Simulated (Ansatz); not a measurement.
[In(CN)H3]- (CH₃InN⁻) was relaxed with r2SCAN-D4 (def2-TZVPD) in Ansatz in these states: charge -1 singlet, neutral doublet. The geometries follow in no particular order.

In the def2 sets In takes a core potential; there is no spin–orbit coupling.

A:

```xyz
6

In    0.459   -0.392   -0.117
C    -0.349    1.507    0.364
N    -0.774    2.552    0.627
H    -0.682   -1.687    0.511
H     2.119   -0.662   -0.270
H    -0.773   -1.317   -1.115
```

B:

```
atom    x (Å)    y (Å)    z (Å)
 In1   0.0462  -0.1062  -0.6967
  C2  -0.0972   0.2321   1.5077
  N3  -0.1757   0.4040   2.6548
  H4   0.2085  -1.8461  -0.8892
  H5   1.4696   0.7865  -1.2144
  H6  -1.4515   0.5298  -1.3622
```

Question: Judge from the bond lengths which geometry belongs to which state (an estimate).

Answer: A is the neutral doublet (In1–C2 2.119 Å, In1–H4 1.836 Å, In1–H6 1.835 Å); B is the charge -1 singlet (In1–C2 2.235 Å, In1–H4 1.758 Å, In1–H6 1.758 Å).
